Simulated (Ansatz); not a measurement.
```xyz
10

C     1.3900    0.0000    0.0000
C     0.6950    1.2038    0.0000
C    -0.6950    1.2038    0.0000
C    -1.3900    0.0000    0.0000
C    -0.6950   -1.2038    0.0000
C     0.6950   -1.2038    0.0000
H     1.2375    2.1434    0.0000
H    -1.2375    2.1434    0.0000
H    -1.2375   -2.1434    0.0000
H     1.2375   -2.1434    0.0000
```

Basis set: def2-TZVP (spherical functions). Charge 0, multiplicity 3.

Computed with Ansatz (development build ahead of 0.2.0); each method stands on the lowest determinant of its kind that the runs found. Restricted functionals stand beside restricted open-shell atoms, which can lie above the unrestricted atoms usual in DFT and then raise those values.

**Question.** Give the atomization energy at this shape (free ground-state atoms in the same class of orbitals less the molecule, no zero-point energy) of triplet C6H4 by ωB97X (unrestricted), PBE0 (unrestricted), PBE0 (restricted open-shell), UHF, ROHF.

**Answer.**

```json
{"method": "ωB97X (unrestricted)", "atomization energy": "1124.44 kcal/mol"}
{"method": "PBE0 (unrestricted)", "atomization energy": "1148.94 kcal/mol"}
{"method": "PBE0 (restricted open-shell)", "atomization energy": "1154.33 kcal/mol"}
{"method": "UHF", "atomization energy": "831.39 kcal/mol"}
{"method": "ROHF", "atomization energy": "844.78 kcal/mol"}
```

Caution: another spin multiplicity may lie lower. Caution for UHF: the unrestricted determinant is spin contaminated.

The shape needn't be a minimum at these levels.
